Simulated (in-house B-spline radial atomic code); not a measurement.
A run on an ion of nuclear charge 40 with 40.8 electrons that did not converge. Method: scalar-relativistic (X2C) OLYP, spin-polarised, spherical fractional occupations, Fermi nucleus of rms radius 4.2694 fm; computed with a B-spline radial code for spherical atoms.

Command:
```bash
python run_scf.py task.json out
```
Settings (nuclear radius in fm, mass in u):
```
Z                40
configuration    [Kr] 4d2.8 5s2
hamiltonian      x2c
method           optx,lyp
spin_polarised   True
nucleus          fermi
rms_radius       4.2694
atomic_mass      89.9047
speed_of_light   137.035999084
```

First and last ten iterations of the last attempt (damped for 15 steps, keeping 80 % of the old Fock matrix, then DIIS):
```
 iter        energy (Eh)    residual
    1       -3597.415892    4.06e-01
    2       -3597.508648    1.76e-01
    3       -3598.478110    1.05e-01
    4       -3598.955190    6.64e-02
    5       -3599.182600    4.52e-02
    6       -3599.286294    3.06e-02
    7       -3599.330541    1.95e-02
    8       -3599.347781    1.19e-02
    9       -3599.353898    8.33e-03
   10       -3599.356009    6.71e-03
  111       -3598.204968    5.62e-02
  112       -3598.254938    5.51e-02
  113       -3598.224292    5.58e-02
  114       -3599.356980    2.29e-03
  115       -3599.356617    2.51e-03
  116       -3598.217212    5.61e-02
  117       -3599.357542    1.32e-03
  118       -3598.211626    5.62e-02
  119       -3598.211623    5.62e-02
  120       -3598.211790    5.62e-02
 not converged after 120 iterations
```

The smallest residual met was 4.1e-04; the threshold is about 4e-07. No energy from this run should be used. The likely cause: this method binds the added charge weakly or not at all at the basis-set limit, so charge moves back and forth between the atom and the box. Run time, properties included: 2 s on 1 thread of Arm Neoverse V2, on a shared host.
